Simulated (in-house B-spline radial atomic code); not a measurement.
Re²⁺. Computed with a B-spline radial atomic code. Model: non-relativistic spherical atom: semilocal Troullier-Martins pseudo-atom, one channel per l, against all electrons, high spin, G0W0 and RPA with empty states to l = 8, local potential for every l without a channel, a model core (radius 0 = none) keeps its share of the functional.

The core holds an angular momentum without a channel of its own, so the local potential lets valence electrons into it.

Without relativity these are model numbers for so heavy an element.

What the tables leave out is listed at the end.

The pseudopotential gives back the lowest level of each angular momentum of its own functional in the configuration it was made in; a second state of the same l is only approximately right. Exact exchange, RPA and GW see the smooth pseudo-orbitals and miss the exchange with the core, for which the functional's share stands in. The column with an uncorrelated core keeps all orbitals and exact exchange, and so separates missing core correlation from pseudisation. Only the three outermost levels and the lowest empty one were computed. RPA here is direct RPA, with no exchange kernel, and its energies carry an (l + 1/2)⁻⁴ tail. A hybrid on a potential with a model core restores only its own semilocal share of the core's exchange.

Command:
```bash
python run_psgw.py task.json out
```
Settings (lengths in bohr, energies in hartree):
```
Z                      75
electrons              73
configuration          [Xe] 4f14 5d5
generated_in           [Xe] 4f14 5d5
functional             pbe,pbe
core_shells            11
radius_factor          0.9
core_correction        False
```

Run time, properties included: 57 s on 1 thread of Arm Neoverse N1, with other jobs on the host.

Given: made with PBE; model core radius 0 bohr; local radius 1.205 bohr; mean-field start PBE0.

Valence shells of the generating configuration: 5p, 5d.

Channel: s 2.364, p 1.001, d 1.249 (radii in bohr).

Computed: largest level miss in the spin-unpolarised generating configuration 0 eV; valence RPA correlation energy all-electron orbitals -0.47332 hartree; all-electron RPA polarisability, core included 8.0611 bohr³; pseudo-atom RPA polarisability 8.3396 bohr³.

| level | occupied | mean-field all-electron (eV) | mean-field pseudo minus all (eV) | G0W0 all-electron (eV) | G0W0 uncorrelated core minus all (eV) | G0W0 pseudo minus all (eV) | exchange self-energy all-electron (eV) | exchange self-energy pseudo (eV) |
| --- | --- | --- | --- | --- | --- | --- | --- | --- |
| 5d up | 1 | -25.016 | 0.075 | -29.444 | 0.106 | 0.601 | -29.351 | -23.599 |
| 5p down | 1 | -60.018 | 1.155 | -64.945 | -0.14 | 2.43 | -38.271 | -23.899 |

(1) What is the valence RPA correlation energy pseudo?

Given: mean-field start Hartree-Fock.

Computed: valence RPA correlation energy pseudo -0.61612 hartree; all-electron RPA polarisability, core included 6.0862 bohr³; pseudo-atom RPA polarisability 6.5535 bohr³.

| level | occupied | mean-field all-electron (eV) | mean-field pseudo minus all (eV) | G0W0 all-electron (eV) | G0W0 uncorrelated core minus all (eV) | G0W0 pseudo minus all (eV) | exchange self-energy all-electron (eV) | exchange self-energy pseudo (eV) |
| --- | --- | --- | --- | --- | --- | --- | --- | --- |
| 5d up | 1 | -29.302 | 0.491 | -29.67 | 0.12 | 0.348 | -29.541 | -23.689 |
| 5p down | 1 | -65.206 | 3.158 | -65.299 | -0.056 | 2.14 | -37.821 | -23.785 |
| 6s up (empty) | 0 | -13.488 | -2.3 | -14.574 | 0.081 | -1.692 | -3.5534 | -6.1316 |

(2) What is the valence RPA correlation energy all-electron orbitals?

## Answers

(1) -0.70212 hartree.

(2) -0.40879 hartree.

Among the listed levels the largest G0W0 shift of the pseudo-atom is +2.43 eV, for 5p down on the PBE0 start, while leaving the core uncorrelated moves that level by -0.14 eV. So pseudisation and the lost core exchange, not the missing core correlation, make the error. Not in the tables (levels of low weight, unsolved or above zero; the highest and the empty levels are kept at any weight): on PBE, a start not tabulated, the G0W0 levels 5d up (pseudo minus all +0.33 eV, weights 0.48 and 0.19), 5p down (pseudo minus all +2.95 eV, weights 0.55 and 0.84), 5p up (pseudo minus all +2.71 eV, weights 0.05 and 0.05), 5d down (pseudo minus all +0.31 eV, weights 0.66 and 0.76); on PBE0 the G0W0 levels 5p up (pseudo minus all +3.22 eV, weights 0.42 and 0.06); on Hartree-Fock the G0W0 levels 5p up (pseudo minus all +3.88 eV, weights 0.05 and 0.58).
